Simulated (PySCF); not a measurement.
# Ionisation energy of Te⁺ by level of theory

Te⁺ [Kr] 4d10 5s2 5p3 (4S) → Te²⁺ [Kr] 4d10 5s2 5p2 (3P), as a difference of total energies. All numbers are calculated (PySCF 2.14, scalar relativity by spin-free X2C-1e, in aug-cc-pwCVTZ-DK3). Correlated levels: valence: [Kr] 4d10 frozen. The calculations carry no spin-orbit coupling.

```json
{"method": "UHF", "ionisation energy (eV)": "18.336"}
{"method": "MP2 (valence)", "ionisation energy (eV)": "18.772"}
{"method": "SCS-MP2 (valence)", "ionisation energy (eV)": "18.646"}
{"method": "CCSD (valence)", "ionisation energy (eV)": "18.756"}
{"method": "CCSD(T) (valence)", "ionisation energy (eV)": "18.784"}
```

Question: How much does correlation contribute at CCSD(T) (valence)?

Answer: 18.784 − (18.336) = 0.448 eV, measured against UHF.

A first-order spin-orbit estimate (lowest level to lowest level, LS coupling) adds -0.613 eV.

Errors of the correlated levels include the incompleteness of this basis and the frozen core.

For comparison: 18.6 ± 0.4 eV (measured; NIST Atomic Spectra Database, ionization energies).
